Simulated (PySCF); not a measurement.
(E)-2-chloro-1-fluoroprop-1-ene (C3H4ClF), SMILES C/C(Cl)=C\F.

Geometry: PBE0-D3(BJ)/def2-SVP.

Two levels are set side by side: PBE/def2-TZVP (PySCF) and CAM-B3LYP/def2-TZVP (PySCF). Same geometry, gas phase. Differences are taken from unrounded values.

```tsv
quantity	CAM-B3LYP	PBE	PBE minus CAM-B3LYP
orbital gap (eV)	9.64	4.95	-4.69
highest occupied level (eV)	-8.44	-5.86	2.58
lowest empty level (eV)	1.20	-0.91	-2.11
dipole moment (D)	0.48	0.54	0.06
mean polarisability (bohr³)	48.8	50.5	1.7
```

Without exact exchange PBE keeps part of each electron's self-repulsion, which lifts occupied levels and narrows the gap. PBE's more diffuse valence density responds more strongly to a field. Differences between two approximate levels are no errors against the true value.

Rough cost on one machine, each run with all the roots and properties that it gave: CAM-B3LYP against PBE within a factor of 2.
